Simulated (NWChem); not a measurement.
System: BSiH$_{5}$O; SMILES OB[SiH3]

NWChem input:

```
start job
memory heap 200 mb stack 900 mb global 1100 mb
geometry units angstroms noautoz
  B     -0.573654    -0.768791    -0.001643
  H     -1.760466    -1.019218    -0.008992
  O      0.238005    -1.844412     0.002046
  H      1.177265    -1.628061     0.008955
  Si     0.093032     1.157974     0.000329
  H     -0.441208     1.908534     1.181947
  H     -0.361040     1.877265    -1.233548
  H      1.593482     1.234037     0.047589
end
basis spherical
  B library 6-31g*
  H library 6-31g*
  O library 6-31g*
  Si library 6-31g*
end
dft
  xc xwpbe 0.80 cpbe96 1.0 hfexch 1.00
  cam 0.2 cam_alpha 0.2 cam_beta 0.8
  iterations 150
  mulliken
end
task dft energy
```

All runs use the structure optimised with PBE0/def2-SVP.

Question: Predict the main results of this run. (LRC-wPBEh/6-31G* (spherical d).) Quantities: energy (Ha); highest occupied level (eV); orbital gap (eV); dipole (D).

Answer: The energy (Ha) comes out as -392.34 and the highest occupied level (eV) is -9.57. The orbital gap (eV) is 10.49 and the dipole (D) comes out as 1.36.
